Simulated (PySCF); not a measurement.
Geometry:
| atom | x (Å) | y (Å) | z (Å) |
| --- | --- | --- | --- |
| N1 | -1.479 | -2.240 | -0.578 |
| Si2 | -1.378 | -0.859 | 0.474 |
| Si3 | -2.746 | 0.997 | 0.009 |
| C4 | 0.373 | -0.143 | 0.423 |
| C5 | 1.515 | -0.893 | 0.123 |
| C6 | 2.756 | -0.260 | 0.121 |
| C7 | 2.812 | 1.099 | 0.420 |
| C8 | 1.620 | 1.768 | 0.700 |
| N9 | 0.433 | 1.170 | 0.697 |
| H10 | -1.519 | -2.112 | -1.583 |
| H11 | -2.059 | -3.023 | -0.296 |
| H12 | -1.677 | -1.390 | 1.843 |
| H13 | -2.823 | 1.953 | 1.155 |
| H14 | -4.143 | 0.536 | -0.291 |
| H15 | -2.246 | 1.718 | -1.205 |
| H16 | 1.414 | -1.957 | -0.110 |
| H17 | 3.668 | -0.818 | -0.111 |
| H18 | 3.762 | 1.639 | 0.430 |
| H19 | 1.627 | 2.840 | 0.930 |

How the numbers were obtained: coordinates at the PBE0-D3(BJ)/def2-SVP level, shieldings: GIAO PBE0/pcSseg-1, in PySCF 2.14 (one averaged value for each set of equivalent atoms, gas phase, one computed conformer, non-relativistic).

Chemical shifts δ = σref − σ; TMS for ¹³C (σ = 184.41 ppm), ¹H (σ = 31.27 ppm), ²⁹Si (σ = 351.99 ppm); NH3 for ¹⁵N (σ = 265.67 ppm), all at this level.

```json
{"atoms": "H16", "nucleus": "¹H", "count": "1", "δ (ppm)": "?"}
{"atoms": "H12", "nucleus": "¹H", "count": "1", "δ (ppm)": "5.50"}
{"atoms": "H10/H11", "nucleus": "¹H", "count": "2", "δ (ppm)": "0.35"}
{"atoms": "C6", "nucleus": "¹³C", "count": "1", "δ (ppm)": "?"}
{"atoms": "H19", "nucleus": "¹H", "count": "1", "δ (ppm)": "?"}
{"atoms": "Si2", "nucleus": "²⁹Si", "count": "1", "δ (ppm)": "?"}
{"atoms": "C7", "nucleus": "¹³C", "count": "1", "δ (ppm)": "128.4"}
{"atoms": "Si3", "nucleus": "²⁹Si", "count": "1", "δ (ppm)": "-106.5"}
{"atoms": "C4", "nucleus": "¹³C", "count": "1", "δ (ppm)": "173.0"}
{"atoms": "N1", "nucleus": "¹⁵N", "count": "1", "δ (ppm)": "9.6"}
{"atoms": "H17", "nucleus": "¹H", "count": "1", "δ (ppm)": "7.70"}
{"atoms": "H13/H14/H15", "nucleus": "¹H", "count": "3", "δ (ppm)": "3.56"}
{"atoms": "C5", "nucleus": "¹³C", "count": "1", "δ (ppm)": "?"}
{"atoms": "H18", "nucleus": "¹H", "count": "1", "δ (ppm)": "7.15"}
{"atoms": "C8", "nucleus": "¹³C", "count": "1", "δ (ppm)": "155.3"}
{"atoms": "N9", "nucleus": "¹⁵N", "count": "1", "δ (ppm)": "378.2"}
```

Task: Estimate the values marked ?.

Result: 
- C6: 139.5 ppm, aromatic CH; the aromatic region
- C5: 135.8 ppm, aromatic CH; the aromatic region
- H19: 8.80 ppm, hydrogen on an aromatic CH next to a ring nitrogen; ring current plus the neighbouring ring nitrogen
- H16: 8.12 ppm, hydrogen on an aromatic CH; ring-current deshielding
- Si2: -24.2 ppm, silicon bonded to C, N, Si, H

OH and NH positions are those of a molecule without intermolecular hydrogen bonds; in solution they move with solvent, concentration and temperature, and exchange usually removes their couplings. Shifts are as computed. Against solution values, carbons near 30 ppm lie about +2 ppm off and those near 130 ppm about +5 ppm. Of 1309 compounds with measured shifts, 239 miss one by over three times the rms of a fit or turn the order of signals round; such compounds aren't used in these exercises. Experimental scales use liquid or dissolved standards, which lie at an offset from isolated NH3 (liquid NH3: subtract about 20 ppm). Unscaled 15N shifts of sp2 nitrogen come out 20 to 40 ppm too high even then.
